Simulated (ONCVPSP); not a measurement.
# Before and after: ONCV potential for rhodium (Rh)

ONCVPSP 4.0.1 input, shortened (lines: element, Z, core and valence counts, functional; n l f; lmax; l rc ep ncon nbas qcut; lloc lpopt rc5 dvloc0; l nproj debl; icmod fcfact rcfact), PBE, scalar-relativistic:

```
  Rh 45.00    6    4        4      upf
    1    0    2.00
    2    0    2.00
    2    1    6.00
    3    0    2.00
    3    1    6.00
    3    2   10.00
    4    0    2.00
    4    1    6.00
    4    2    8.00
    5    0    1.00
    3
    0    1.80    0.00    3    7    5.80
    1    1.80    0.00    4    7    6.40
    2    2.00    0.00    4    9    6.60
    3    1.80    0.47    4    7    7.20
    4    5    1.30    4.00
    0    3    1.90
    1    2    2.80
    2    2    1.60
    3    2    4.00
    0    0.00    0.00
```

All-electron outer shells of the reference configuration (PBE, scalar-relativistic, ld1.x):

```tsv
shell	level (eV)	outermost node (bohr)	outermost maximum (bohr)
3d	-300.61	–	0.29
4s	-82.49	0.47	0.88
4p	-50.42	0.47	0.94
4d	-5.94	0.46	1.14
5s	-4.30	1.19	2.63
```

Change: s: qcut 4.8; p: qcut 5.3; d: qcut 5.5; f: qcut 6.

Cutoffs: the cutoffs (Ha) at which the residual kinetic energy of the hardest occupied pseudo-wave falls to 1 and 0.1 mHa per electron; they do not see the model core or the augmentation charge, which bear on the density cutoff. Errors are all-electron minus pseudo energies relative to the spin-unpolarised reference configuration.

**Question.** Predict the effect on cutoff, ghosts and configuration errors.

**Answer.** The potential gets harder (18 Ha and 21 Ha → 21 Ha and 73 Ha); the bound ghost in s disappears; of the 4 tests that both files solve, the error grows in 2 and shrinks in 2 by more than 15 % and 0.3 meV (median size 17.3 → 34.2 meV).

| quantity | base | changed |
| --- | --- | --- |
| cutoff, loose | 18 Ha | 21 Ha |
| cutoff, tight | 21 Ha | 73 Ha |
| loose cutoff by channel | s 7.7 Ha, p 16 Ha, d 18 Ha | s 8.0 Ha, p 15 Ha, d 21 Ha |
| bound ghosts | s | none |
| GHOST(+) flags under 300 eV | none | none |
| error for 4s2 4p6 4d8 5s0, meV [ΔE 7.46 eV] | -1.1 | -0.2 |
| error for 4s2 4p6 4d7 5s0, meV [ΔE 26.97 eV] | -0.9 | +0.6 |
| error for 4s2 4p6 4d6 5s0, meV [ΔE 59.48 eV] | +33 | +68 |
| error for 4s1 4p6 4d8 5s1, meV [ΔE 89.04 eV] | -561 | -705 |
| s: phases at 1.83 bohr within 0.05 rad from the reference energy up to (Ha; the scan ends near 5) | to the end of the scan | to the end of the scan |
| p: phases at 1.83 bohr within 0.05 rad from the reference energy up to (Ha; the scan ends near 5) | to the end of the scan | to the end of the scan |
| d: phases at 2.03 bohr within 0.05 rad from the reference energy up to (Ha; the scan ends near 5) | to the end of the scan | to the end of the scan |
| f: phases at 1.83 bohr within 0.05 rad from the reference energy up to (Ha; the scan ends near 5) | to the end of the scan | to the end of the scan |

Base: The cutoffs count occupied waves only; projector 2 of the f channel, the hardest unoccupied one, needs 74 Ha at the loose tolerance. Changed file: The cutoffs count occupied waves only; projector 2 of the f channel, the hardest unoccupied one, needs 79 Ha at the loose tolerance. A true bound ghost makes a file unfit for plane-wave use even where its test errors are small: the radial tests pick states by their node count and pass the ghost by.
